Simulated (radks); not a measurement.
Question: These are the eigenvalues of the occupied orbitals of an atom or ion with whole-number occupations (eV). All-electron calculation, scalar-relativistic Kohn-Sham, r2SCAN, spin-polarised, spherical densities, finite nucleus; meta-GGA in the generalised Kohn-Sham scheme; Fermi nuclear charge, rms radius of each element as measured or else 0.836 A^(1/3) + 0.57 fm. Program: a radial shooting solver on a logarithmic mesh with Libxc functionals.

| orbital | eigenvalue |
|---|---|
| 1s down | -67444.41 |
| 1s up | -67444.41 |
| 2s up | -11619.03 |
| 2s down | -11618.85 |
| 2p up | -10181.00 |
| 2p down | -10180.86 |
| 3s down | -2676.717 |
| 3s up | -2676.710 |
| 3p up | -2246.937 |
| 3p down | -2246.931 |
| 3d up | -1744.522 |
| 3d down | -1744.441 |
| 4s up | -556.7890 |
| 4s down | -556.6768 |
| 4p up | -415.1815 |
| 4p down | -415.0848 |
| 4d up | -232.9715 |
| 4d down | -232.8463 |
| 5s up | -82.3253 |
| 5s down | -81.0409 |
| 5p up | -48.4468 |
| 5p down | -46.5002 |
| 4f up | -32.0531 |
| 4f down | -31.7059 |
| 6s up | -12.6854 |
| 5d up | -11.5099 |

Which element is it, and in what charge state? The configuration may be excited. Open shells, if any, are filled with parallel spins first.

Answer: Z = 73, tantalum, charge +1: Ta+ in [Xe] 4f14 5d3 6s1. The list shows which subshells hold electrons but not how many an open one holds; the 1s level, -2478.5 hartree, gives Z - s = 70.4 by -(Z - s)^2/2, which with screening and relativity narrows Z to a few neighbours, and the depths of the outer levels then fix element, charge and occupations together.
